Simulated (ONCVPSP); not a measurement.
# silver (Ag), ONCV: configuration errors across variants

* Element: silver (Ag)
* Generator: ONCVPSP 4.0.1
* Type: optimised norm-conserving Vanderbilt (ONCV)
* Functional: PBE
* Relativity: scalar-relativistic
* Frozen core: [Ar] 3d10
* Valence charge: 19
* Reference configuration: 4s2 4p6 4d10 5s0.75 (charge +0.25)
* Partial waves: 4s+5s: rc 1.75 bohr, ncon 3, nbas 7, qcut 9 1/bohr, 2 projectors; 4p: rc 1.60 bohr, ncon 3, nbas 6, qcut 9.9 1/bohr, 2 projectors, debl 2.6 Ha; 4d: rc 1.60 bohr, ncon 4, nbas 8, qcut 12 1/bohr, local
* Local potential: the d channel
* Core correction: Teter function, fcfact 3.5, rcfact 1.1

All-electron excitation energies from the reference (eV): (1) 4s2 4p6 4d10 5s1 -1.301; (2) 4s2 4p6 4d10 5s0 6.456; (3) 4s2 4p6 4d9 5s0 28.570; (4) 4s2 4p6 4d8 5s0 64.763.

3 further variants failed, have other tests or another functional or relativity, and are left out.

Errors AE − PS in meV (a dash: test not solved or not reliable):

```tsv
change	(1)	(2)	(3)	(4)	bound ghosts	GHOST(+) flags above zero
base	+0.2	-1.6	-2.3	-1.0	none	none
core correction Teter function, fcfact 3.5, rcfact 1.76	+0.2	-1.8	-2.8	-4.0	none	none
core correction Teter function fitted to the true core (icmod 2), fcfact 0.7	+0.2	-1.6	-2.3	-0.4	none	none
d: nproj 1; local potential polynomial inside 1.55 bohr (lpopt 5, dvloc0 0 Ha)	+0.2	-1.6	-5.1	-15	none	none
s: rc 2.2	+0.2	-2.0	-2.5	-0.5	none	none
s: qcut 8.7; p: qcut 9.6; d: qcut 11.6	+0.2	-1.6	-2.4	-1.5	none	none
```

Q: Give the same row for: d: qcut 13.5.

A: +0.2, -1.6, -5.2, -13; bound ghosts: none; GHOST(+) flags above zero: none.
